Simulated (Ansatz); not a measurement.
Harmonic frequencies (cm⁻¹) at PBE0-D4/def2-TZVP from Ansatz: 1411.

Task: Which molecule is it?
A. `O=[P]`•
B. `[F][Y]`
C. `[B]=O`•
D. `[LiH]`

Result: D.
